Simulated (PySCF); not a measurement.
Structure problem from calculated spectra and properties.

Formula: C6H16O2Si.

| Property | Result |
| --- | --- |
| 1H NMR | chemical shifts (computed TMS as zero) by class: 3.93 (4 H), 1.29 (6 H), -0.01 (6 H) ppm [GIAO PBE0/pcSseg-1] |
| 13C NMR | chemical shifts (computed TMS as zero) by class: 60.7 (2 C), 20.6 (2 C), -2.2 (2 C) ppm [GIAO PBE0/pcSseg-1] |
| Dipole | 1.36 D [PBE0/pcSseg-1] |
| NMR, other nuclei | isotropic shieldings of nuclei other than C and H, by class: 272 (2 O), 363 (1 Si) ppm [GIAO PBE0/pcSseg-1] |
| Rotational structure | rotational constants A, B, C: 1.537, 0.836, 0.677 GHz [GFN2-xTB] |

Gas-phase values; electronic properties from PySCF, density fitting. Levels stand in brackets. One conformer (not necessarily the lowest) at the GFN2-xTB geometry, without solvent, vibrations or thermal averaging. NMR classes are plain means over equivalent atoms (diastereotopic ones count apart unless rotation or inversion swaps them), as if these changed places fast.

Question: What is the compound? Reason from the data.

Answer: Numbering: `[CH3:1][CH2:2][O:3][Si:4]([CH3:5])([CH3:6])[O:7][CH2:8][CH3:9]`. Its formula, C6H16O2Si, gives 0 degrees of unsaturation, so no ring and no π bond. 6 carbons fall into 3 classes; from least to most shielded: sp3 carbon bound to oxygen [C2/C8] (60.7 ppm, 2 C), methyl carbon [C1/C9] (20.6 ppm, 2 C), Si-methyl carbon [C5/C6] (-2.2 ppm, 2 C). Hydrogen classes from least to most shielded: 4 H on 2 like atoms (sp3 carbon bound to oxygen), C2/C8 (3.93 ppm), 6 H on 2 methyl carbons, C1/C9 (1.29 ppm, a mean of values up to 0.6 ppm apart in this geometry), 6 H on 2 Si-methyl carbons, C5/C6 (-0.01 ppm). The other shieldings belong to: 272 ppm, silyl ether oxygen [O3/O7]; 363 ppm, oxygen-bound silicon [Si4]. The optimised geometry has point group C1 and is an asymmetric top. Structure: `CCO[Si](C)(C)OCC`. Computed isomers that give other values at the same levels: `CCO[Si@H](O)C(C)(C)C` (13C chemical shifts (computed TMS as zero) by class: 62.0 (1 C), 26.5 (3 C), 21.5 (1 C), 20.2 (1 C) ppm). The assignments are read from this structure; whether some other isomer fits the data as well wasn't checked.

The values belong to the conformer `[CH3:1][CH2:2][O:3][Si:4]([CH3:5])([CH3:6])[O:7][CH2:8][CH3:9]`: C1–C2–O3–Si4 173°, C2–O3–Si4–C5 61°, O3–Si4–O7–C8 52°, Si4–O7–C8–C9 -167°.
